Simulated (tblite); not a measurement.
dimethyl diselenide (C2H6Se2), singlet, geometry from GFN2-xTB; GFN1-xTB run with tblite.

tblite was given this input:
```
$ tblite run mol.xyz --method gfn1 --charge 0 --spin 0 --grad --json tblite.json --no-restart

# file mol.xyz
10

C      1.96855851    -1.17613388     0.15905438
Se     0.97949753     0.50754903     0.43355029
Se    -0.95991794     0.03942388    -0.69425543
C     -2.03741298    -0.74737573     0.75775304
H      2.96496543    -1.03041597     0.56454385
H      2.02239553    -1.38660484    -0.90507308
H      1.46684649    -1.98439873     0.68384831
H     -3.03451247    -0.91244136     0.36148533
H     -2.07384495    -0.05067966     1.59012976
H     -1.59842926    -1.69148076     1.06819576
```

Predict the main parts of the log of this tblite run.


```
xTB calculator
 | screened Coulomb repulsion
 | Coulomb electrostatics
 |  * isotropic Klopman-Ohno-Mataga-Nishimoto electrostatics
 |  * onsite third-order electrostatics
 | DFT-D3(BJ) dispersion correction

halogen bonding energy    0.0000000000000E+00 Eh
repulsion energy          1.1297119100151E-01 Eh
dispersion energy        -3.6918643970661E-03 Eh
number of electrons       2.6000000000000E+01 e
integral cutoff           2.0076194534669E+01 bohr

------------------------------------------------------------
  cycle        total energy    energy error   density error
------------------------------------------------------------
      1     -14.16230230952  -1.4271582E+01   4.4344287E-01
      2     -14.16478680996  -2.4845004E-03   2.5598019E-01
      3     -14.16456732249   2.1948747E-04   2.7051690E-02
      4     -14.16490280376  -3.3548127E-04   6.9150428E-04
      5     -14.16490316780  -3.6403412E-07   1.6431728E-04
      6     -14.16490318254  -1.4748135E-08   1.5251577E-05
------------------------------------------------------------

electronic energy        -1.4274182509148E+01 Eh
total energy             -1.4164903182544E+01 Eh

Post processing:
 | Mayer-Wiberg bond orders

[Info] Tight-binding results written to 'tblite.txt'
[Info] JSON dump of results written to 'tblite.json'
```
